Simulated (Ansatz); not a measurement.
The cluster NbO4H3. Charge 0, multiplicity 1. Geometry PBE-D4/def2-SVP.

```tsv
atom	x (Å)	y (Å)	z (Å)
Nb1	-0.1183	0.1685	0.5066
O2	-0.1803	1.7022	1.2695
O3	-1.6757	-0.2689	-0.7097
O4	1.6187	-0.6214	0.3754
O5	-0.7092	0.4540	-1.5876
H6	-0.4011	-0.2572	-2.1954
H7	2.4898	-0.3176	0.6893
H8	-1.0240	-0.8595	1.6518
```

In the def2 sets Nb takes a core potential; there is no spin–orbit coupling. The structure holds one bond between oxygen atoms, so isomers without such links may lie far lower. No other spin state of charge 0 was run. Another isomer (singlet) lies 0.10 eV lower at PBE0-D4/def2-TZVP; other spin states weren't run for this one.

Task: Estimate the orbital energies around the gap (eV) in Ansatz with HF/def2-TZVP, PBE-D4/def2-TZVP, BLYP-D4/def2-TZVP, r2SCAN-D4/def2-TZVP, PBE0-D4/def2-TZVP.

Result: 
```csv
orbital,HF/def2-TZVP,PBE-D4/def2-TZVP,BLYP-D4/def2-TZVP,r2SCAN-D4/def2-TZVP,PBE0-D4/def2-TZVP
HOMO−5,-14.70,-8.63,-8.53,-9.02,-10.36
HOMO−4,-14.40,-8.44,-8.33,-8.79,-10.01
HOMO−3,-14.05,-8.23,-8.13,-8.62,-9.91
HOMO−2,-13.61,-7.82,-7.75,-8.22,-9.55
HOMO−1,-13.22,-7.25,-7.18,-7.62,-8.84
HOMO,-12.31,-7.08,-7.01,-7.47,-8.71
LUMO,1.26,-3.15,-3.09,-3.00,-2.21
LUMO+1,1.71,-2.56,-2.50,-2.25,-1.31
LUMO+2,2.01,-1.98,-1.90,-1.84,-0.94
LUMO+3,2.19,-1.22,-1.25,-0.74,-0.38
LUMO+4,2.55,-0.88,-0.87,-0.66,-0.06
LUMO+5,2.91,-0.74,-0.73,-0.40,0.10
```
